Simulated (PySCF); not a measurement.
C4H3S, charge -1, singlet, geometry from GFN2-xTB; CASSCF(6,4)/STO-3G (PySCF).

Here is a job for PySCF.
```python
from pyscf import gto, scf, mcscf
import numpy

mol = gto.Mole()
mol.atom = '''
    S    -0.000828    0.052673    1.184693
    C    -0.014587    1.382577   -0.007520
    C     0.012791   -1.212093   -0.003802
    C    -0.007513    0.738672   -1.228508
    C     0.007464   -0.680177   -1.251335
    H     0.023606   -2.243764    0.307910
    H    -0.013331    1.310268   -2.157988
    H     0.014035   -1.283140   -2.158023
'''
mol.basis = 'sto-3g'
mol.charge = -1
mol.spin = 0
mol.verbose = 4
mol.build()

mf = scf.RHF(mol)
mf.kernel()
mc = mcscf.CASSCF(mf, 4, 6)
mc.kernel()
occ = numpy.linalg.eigvalsh(mc.fcisolver.make_rdm1(mc.ci, mc.ncas, mc.nelecas))[::-1]
ss = mc.fcisolver.spin_square(mc.ci, mc.ncas, mc.nelecas)[0]
print('natural occupations', occ.round(4), ' <S^2>', round(ss, 4))
```

Predict the main parts of the log of this PySCF run.


```
PySCF version 2.14.0

[INPUT] verbose = 4
[INPUT] num. atoms = 8
[INPUT] num. electrons = 44
[INPUT] charge = -1
[INPUT] spin (= nelec alpha-beta = 2S) = 0
[INPUT] symmetry False subgroup None
[INPUT] Mole.unit = angstrom
[INPUT] Symbol           X                Y                Z      unit          X                Y                Z       unit  Magmom
[...]
nuclear repulsion = 191.155591701088
number of shells = 20
number of NR pGTOs = 96
number of NR cGTOs = 32
basis = sto-3g
ecp = {}

******** <class 'pyscf.scf.hf.RHF'> ********
method = RHF
initial guess = minao
damping factor = 0
level_shift factor = 0
DIIS = <class 'pyscf.scf.diis.CDIIS'>
diis_start_cycle = 1
diis_space = 8
diis_damp = 0
SCF conv_tol = 1e-09
SCF conv_tol_grad = None
SCF max_cycles = 50
direct_scf = True
direct_scf_tol = 1e-13
Set gradient conv threshold to 3.16228e-05
Initial guess from minao.
init E= -545.503382256009
[...]
cycle= 1 E= -544.218515994176  delta_E= 1.28  |g|= 0.394  |ddm|= 4.17
[...]
cycle= 2 E= -544.280388714949  delta_E= -0.0619  |g|= 0.184  |ddm|= 0.849
[...]
cycle= 3 E= -544.291885436555  delta_E= -0.0115  |g|= 0.0447  |ddm|= 0.33
[...]
cycle= 4 E= -544.293413378443  delta_E= -0.00153  |g|= 0.0165  |ddm|= 0.119
[...]
cycle= 5 E= -544.293655178769  delta_E= -0.000242  |g|= 0.00675  |ddm|= 0.0512
[...]
cycle= 6 E= -544.293701733751  delta_E= -4.66e-05  |g|= 0.00287  |ddm|= 0.0237
[...]
cycle= 7 E= -544.293709089046  delta_E= -7.36e-06  |g|= 0.000746  |ddm|= 0.01
[...]
cycle= 8 E= -544.293709676886  delta_E= -5.88e-07  |g|= 0.000332  |ddm|= 0.00273
[...]
cycle= 9 E= -544.293709788268  delta_E= -1.11e-07  |g|= 8.22e-05  |ddm|= 0.00128
[...]
cycle= 10 E= -544.293709796334  delta_E= -8.07e-09  |g|= 2.07e-05  |ddm|= 0.00037
[...]
cycle= 11 E= -544.293709796786  delta_E= -4.52e-10  |g|= 4.86e-06  |ddm|= 8.49e-05
[...]
Extra cycle  E= -544.293709796805  delta_E= -1.86e-11  |g|= 2.13e-06  |ddm|= 1.11e-05
converged SCF energy = -544.293709796805

******** <class 'pyscf.mcscf.mc1step.CASSCF'> ********
CAS (3e+3e, 4o), ncore = 19, nvir = 9
max_cycle_macro = 50
max_cycle_micro = 4
conv_tol = 1e-07
conv_tol_grad = None
orbital rotation max_stepsize = 0.02
orbital rotation threshold for CI restart = 0.01
augmented hessian ah_max_cycle = 30
augmented hessian ah_conv_tol = 1e-12
augmented hessian ah_linear dependence = 1e-14
augmented hessian ah_level shift = 1e-08
augmented hessian ah_start_tol = 2.5
augmented hessian ah_start_cycle = 3
augmented hessian ah_grad_trust_region = 3
kf_trust_region = 3
kf_interval = 4
ci_response_space = 4
ci_grad_trust_region = 3
with_dep4 0
natorb = False
canonicalization = True
sorting_mo_energy = False
ao2mo_level = 2
internal_rotation = False
******** <class 'pyscf.fci.direct_spin1.FCISolver'> ********
max. cycles = 50
conv_tol = 1e-08
davidson only = False
linear dependence = 1e-12
level shift = 0.001
max iter space = 12
nroots = 1
pspace_size = 400
spin = None
CASCI E = -544.310814867186  S^2 = 0.0000000
Set conv_tol_grad to 0.000316228
macro iter   1 ( 21 JK    4 micro), CASSCF E = -544.322123528068  dE = -1.13086609e-02  S^2 = 0.0000000
               |grad[o]|=0.028  |grad[c]|=0.0116  |ddm|=0.0437  |maxRot[o]|=0.315
macro iter   2 ( 21 JK    4 micro), CASSCF E = -544.326453659188  dE = -4.33013112e-03  S^2 = 0.0000000
               |grad[o]|=0.0204  |grad[c]|=0.0138  |ddm|=0.0212  |maxRot[o]|=0.133
macro iter   3 ( 21 JK    4 micro), CASSCF E = -544.327479050981  dE = -1.02539179e-03  S^2 = 0.0000000
               |grad[o]|=0.0114  |grad[c]|=0.00556  |ddm|=0.0185  |maxRot[o]|=0.279
macro iter   4 ( 21 JK    4 micro), CASSCF E = -544.327785770284  dE = -3.06719303e-04  S^2 = 0.0000000
               |grad[o]|=0.00904  |grad[c]|=0.0196  |ddm|=0.00511  |maxRot[o]|=0.238
macro iter   5 ( 21 JK    4 micro), CASSCF E = -544.327893045927  dE = -1.07275643e-04  S^2 = 0.0000000
               |grad[o]|=0.00566  |grad[c]|=0.00807  |ddm|=0.0021  |maxRot[o]|=0.144
macro iter   6 ( 21 JK    4 micro), CASSCF E = -544.327893596383  dE = -5.50456207e-07  S^2 = 0.0000000
               |grad[o]|=0.00474  |grad[c]|=0.00475  |ddm|=0.000449  |maxRot[o]|=0.0891
macro iter   7 ( 21 JK    4 micro), CASSCF E = -544.327944365615  dE = -5.07692320e-05  S^2 = 0.0000000
               |grad[o]|=0.00376  |grad[c]|=0.00212  |ddm|=0.00147  |maxRot[o]|=0.0869
macro iter   8 ( 17 JK    4 micro), CASSCF E = -544.327906475949  dE =  3.78896657e-05  S^2 = 0.0000000
               |grad[o]|=0.00281  |grad[c]|=0.00142  |ddm|=0.000958  |maxRot[o]|=0.0698
macro iter   9 ( 21 JK    4 micro), CASSCF E = -544.327931740853  dE = -2.52649033e-05  S^2 = 0.0000000
               |grad[o]|=0.00237  |grad[c]|=0.000318  |ddm|=0.000126  |maxRot[o]|=0.048
macro iter  10 ( 21 JK    4 micro), CASSCF E = -544.327915755141  dE =  1.59857112e-05  S^2 = 0.0000000
               |grad[o]|=0.00219  |grad[c]|=0.00187  |ddm|=0.000319  |maxRot[o]|=0.084
macro iter  11 ( 22 JK    4 micro), CASSCF E = -544.327936119295  dE = -2.03641536e-05  S^2 = 0.0000000
               |grad[o]|=0.00198  |grad[c]|=0.000477  |ddm|=0.000187  |maxRot[o]|=0.0312
macro iter  12 ( 21 JK    4 micro), CASSCF E = -544.327923168969  dE =  1.29503262e-05  S^2 = 0.0000000
               |grad[o]|=0.00178  |grad[c]|=0.00113  |ddm|=0.00028  |maxRot[o]|=0.0648
macro iter  13 ( 25 JK    4 micro), CASSCF E = -544.327932309896  dE = -9.14092766e-06  S^2 = 0.0000000
               |grad[o]|=0.00169  |grad[c]|=9.34e-05  |ddm|=5.05e-05  |maxRot[o]|=0.0243
macro iter  14 ( 21 JK    4 micro), CASSCF E = -544.327937036779  dE = -4.72688271e-06  S^2 = 0.0000000
               |grad[o]|=0.00161  |grad[c]|=0.000363  |ddm|=0.0001  |maxRot[o]|=0.0169
macro iter  15 ( 21 JK    4 micro), CASSCF E = -544.327914552490  dE =  2.24842887e-05  S^2 = 0.0000000
               |grad[o]|=0.00152  |grad[c]|=0.00104  |ddm|=0.000348  |maxRot[o]|=0.0942
macro iter  16 ( 23 JK    4 micro), CASSCF E = -544.327918977011  dE = -4.42452028e-06  S^2 = 0.0000000
[...]
macro iter  22 ( 21 JK    4 micro), CASSCF E = -544.327897793944  dE =  1.66403224e-05  S^2 = 0.0000000
               |grad[o]|=0.00103  |grad[c]|=0.000223  |ddm|=0.000214  |maxRot[o]|=0.0631
macro iter  23 ( 24 JK    4 micro), CASSCF E = -544.327905047253  dE = -7.25330892e-06  S^2 = 0.0000000
               |grad[o]|=0.00108  |grad[c]|=7.14e-05  |ddm|=0.00011  |maxRot[o]|=0.0465
macro iter  24 ( 21 JK    4 micro), CASSCF E = -544.327900340838  dE =  4.70641555e-06  S^2 = 0.0000000
               |grad[o]|=0.00096  |grad[c]|=0.000179  |ddm|=0.00028  |maxRot[o]|=0.0493
macro iter  25 ( 25 JK    4 micro), CASSCF E = -544.327904186782  dE = -3.84594443e-06  S^2 = 0.0000000
               |grad[o]|=0.000964  |grad[c]|=0.000448  |ddm|=0.000196  |maxRot[o]|=0.0409
macro iter  26 ( 21 JK    4 micro), CASSCF E = -544.327911623274  dE = -7.43649184e-06  S^2 = 0.0000000
               |grad[o]|=0.000884  |grad[c]|=0.000258  |ddm|=0.000143  |maxRot[o]|=0.0563
macro iter  27 ( 21 JK    4 micro), CASSCF E = -544.327889650654  dE =  2.19726204e-05  S^2 = 0.0000000
               |grad[o]|=0.000742  |grad[c]|=0.000786  |ddm|=0.000339  |maxRot[o]|=0.0685
macro iter  28 ( 21 JK    4 micro), CASSCF E = -544.327893626735  dE = -3.97608176e-06  S^2 = 0.0000000
               |grad[o]|=0.000875  |grad[c]|=0.000131  |ddm|=6.26e-05  |maxRot[o]|=0.0285
macro iter  29 ( 21 JK    4 micro), CASSCF E = -544.327891122889  dE =  2.50384676e-06  S^2 = 0.0000000
               |grad[o]|=0.000815  |grad[c]|=0.000461  |ddm|=0.000161  |maxRot[o]|=0.0197
macro iter  30 ( 25 JK    4 micro), CASSCF E = -544.327894987524  dE = -3.86463500e-06  S^2 = 0.0000000
               |grad[o]|=0.000761  |grad[c]|=0.000102  |ddm|=5.3e-05  |maxRot[o]|=0.0253
macro iter  31 ( 21 JK    4 micro), CASSCF E = -544.327894490623  dE =  4.96900270e-07  S^2 = 0.0000000
               |grad[o]|=0.000714  |grad[c]|=0.000362  |ddm|=0.000144  |maxRot[o]|=0.00404
macro iter  32 ( 25 JK    4 micro), CASSCF E = -544.327898164469  dE = -3.67384519e-06  S^2 = 0.0000000
               |grad[o]|=0.000684  |grad[c]|=7.64e-05  |ddm|=4.91e-05  |maxRot[o]|=0.0213
macro iter  33 ( 21 JK    4 micro), CASSCF E = -544.327898319643  dE = -1.55174007e-07  S^2 = 0.0000000
               |grad[o]|=0.000646  |grad[c]|=0.0003  |ddm|=0.000134  |maxRot[o]|=0.00207
macro iter  34 ( 21 JK    4 micro), CASSCF E = -544.327893825377  dE =  4.49426602e-06  S^2 = 0.0000000
               |grad[o]|=0.000617  |grad[c]|=0.000649  |ddm|=0.000237  |maxRot[o]|=0.0152
macro iter  35 ( 25 JK    4 micro), CASSCF E = -544.327895318357  dE = -1.49298069e-06  S^2 = 0.0000000
               |grad[o]|=0.000631  |grad[c]|=0.000157  |ddm|=0.000122  |maxRot[o]|=0.00396
macro iter  36 ( 21 JK    4 micro), CASSCF E = -544.327894033548  dE =  1.28480951e-06  S^2 = 0.0000000
               |grad[o]|=0.000608  |grad[c]|=0.000444  |ddm|=0.000187  |maxRot[o]|=0.00429
macro iter  37 ( 25 JK    4 micro), CASSCF E = -544.327902046509  dE = -8.01296108e-06  S^2 = 0.0000000
               |grad[o]|=0.00059  |grad[c]|=0.000323  |ddm|=3.66e-05  |maxRot[o]|=0.0188
macro iter  38 ( 21 JK    4 micro), CASSCF E = -544.327901504925  dE =  5.41583972e-07  S^2 = 0.0000000
               |grad[o]|=0.000527  |grad[c]|=0.000335  |ddm|=0.000143  |maxRot[o]|=0.00221
macro iter  39 ( 25 JK    4 micro), CASSCF E = -544.327905289930  dE = -3.78500556e-06  S^2 = 0.0000000
               |grad[o]|=0.000511  |grad[c]|=7.5e-05  |ddm|=5.22e-05  |maxRot[o]|=0.0211
macro iter  40 ( 21 JK    4 micro), CASSCF E = -544.327905373987  dE = -8.40566372e-08  S^2 = 0.0000000
               |grad[o]|=0.00048  |grad[c]|=0.000273  |ddm|=0.00014  |maxRot[o]|=0.000987
macro iter  41 ( 25 JK    4 micro), CASSCF E = -544.327909123049  dE = -3.74906176e-06  S^2 = 0.0000000
               |grad[o]|=0.000464  |grad[c]|=6.5e-05  |ddm|=5.03e-05  |maxRot[o]|=0.0195
macro iter  42 ( 21 JK    4 micro), CASSCF E = -544.327909430020  dE = -3.06970946e-07  S^2 = 0.0000000
               |grad[o]|=0.00044  |grad[c]|=0.000237  |ddm|=0.000136  |maxRot[o]|=0.00107
macro iter  43 (  7 JK    2 micro), CASSCF E = -544.327917673725  dE = -8.24370511e-06  S^2 = 0.0000000
               |grad[o]|=0.000424  |grad[c]|=0.000472  |ddm|=0.000215  |maxRot[o]|=0.0391
macro iter  44 (  7 JK    2 micro), CASSCF E = -544.327929663248  dE = -1.19895230e-05  S^2 = 0.0000000
               |grad[o]|=0.000388  |grad[c]|=0.000606  |ddm|=0.000246  |maxRot[o]|=0.0523
macro iter  45 (  7 JK    2 micro), CASSCF E = -544.327944858199  dE = -1.51949513e-05  S^2 = 0.0000000
               |grad[o]|=0.000362  |grad[c]|=0.000306  |ddm|=0.00027  |maxRot[o]|=0.0605
macro iter  46 (  7 JK    2 micro), CASSCF E = -544.327962762260  dE = -1.79040607e-05  S^2 = 0.0000000
               |grad[o]|=0.000363  |grad[c]|=0.00042  |ddm|=0.000275  |maxRot[o]|=0.065
macro iter  47 (  7 JK    2 micro), CASSCF E = -544.327983069994  dE = -2.03077340e-05  S^2 = 0.0000000
               |grad[o]|=0.000392  |grad[c]|=0.00134  |ddm|=0.000264  |maxRot[o]|=0.0674
macro iter  48 (  7 JK    2 micro), CASSCF E = -544.328005615441  dE = -2.25454472e-05  S^2 = 0.0000000
               |grad[o]|=0.000437  |grad[c]|=0.00225  |ddm|=0.000239  |maxRot[o]|=0.0686
macro iter  49 (  7 JK    2 micro), CASSCF E = -544.328030253679  dE = -2.46382384e-05  S^2 = 0.0000000
               |grad[o]|=0.000483  |grad[c]|=0.00298  |ddm|=0.000212  |maxRot[o]|=0.0693
macro iter  50 (  7 JK    2 micro), CASSCF E = -544.328056741561  dE = -2.64878812e-05  S^2 = 0.0000000
               |grad[o]|=0.00052  |grad[c]|=0.00342  |ddm|=0.000181  |maxRot[o]|=0.0696
1-step CASSCF not converged,  50 macro (979 JK 184 micro) steps
CASSCF canonicalization
Density matrix diagonal elements [1.9762538  1.99951147 1.92778821 0.09644653]
CASSCF energy = -544.328056741561
CASCI E = -544.328056741561  E(CI) = -6.34855859353502  S^2 = 0.0000000
natural occupations [1.9995 1.9958 1.9092 0.0954]  <S^2> 0.0
```

Convergence was not reached.
